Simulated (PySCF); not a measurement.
trans-(1R,2R)-1-chloro-2-fluorocyclobutane (C₄H₆ClF), SMILES F[C@@H]1CC[C@H]1Cl.

Geometry: B3LYP-D3(BJ)/def2-SVP.

Computed with B3LYP-D3(BJ)/def2-SVP (PySCF).

Frequencies are harmonic and unscaled.

| mode | ν (cm⁻¹) | IR (km/mol) | moving atoms (share of kinetic energy) |
|---|---|---|---|
| 1 | 134 | 1.5 | C 40 %, H 32 %, F 18 %, Cl 10 % |
| 2 | 210 | 0.8 | F 34 %, Cl 30 %, C 24 %, H 12 % |
| 3 | 304 | 6.7 | C 49 %, H 21 %, Cl 15 %, F 14 % |
| 4 | 380 | 1.2 | C 43 %, Cl 23 %, H 19 %, F 16 % |
| 5 | 464 | 10.7 | C 39 %, H 26 %, F 21 %, Cl 15 % |
| 6 | 571 | 7.0 | C 48 %, H 26 %, F 21 % |
| 7 | 737 | 16.9 | C 48 %, H 40 % |
| 8 | 794 | 2.8 | H 74 %, C 23 % |
| 9 | 907 | 20.9 | C 63 %, H 35 % |
| 10 | 932 | 3.1 | H 57 %, C 42 % |
| 11 | 968 | 23.6 | C 53 %, H 41 % |
| 12 | 1025 | 10.2 | C 70 %, H 29 % |
| 13 | 1096 | 1.1 | H 51 %, C 49 % |
| 14 | 1110 | 7.6 | C 69 %, H 29 % |
| 15 | 1150 | 78.6 | C 48 %, H 33 %, F 18 % |
| 16 | 1197 | 4.7 | H 71 %, C 29 % |
| 17 | 1223 | 0.6 | H 81 %, C 18 % |
| 18 | 1242 | 10.5 | H 72 %, C 25 % |
| 19 | 1249 | 9.5 | H 70 %, C 28 % |
| 20 | 1264 | 14.0 | H 66 %, C 33 % |
| 21 | 1308 | 12.5 | H 67 %, C 33 % |
| 22 | 1405 | 34.3 | H 70 %, C 29 % |
| 23 | 1454 | 3.8 | H 92 %, C 8 % |
| 24 | 1478 | 17.0 | H 84 %, C 16 % |
| 25 | 3071 | 12.9 | H 92 % |
| 26 | 3075 | 17.1 | H 94 % |
| 27 | 3082 | 11.5 | H 94 % |
| 28 | 3114 | 7.1 | H 92 %, C 8 % |
| 29 | 3138 | 7.2 | H 90 %, C 10 % |
| 30 | 3150 | 17.7 | H 90 %, C 10 % |
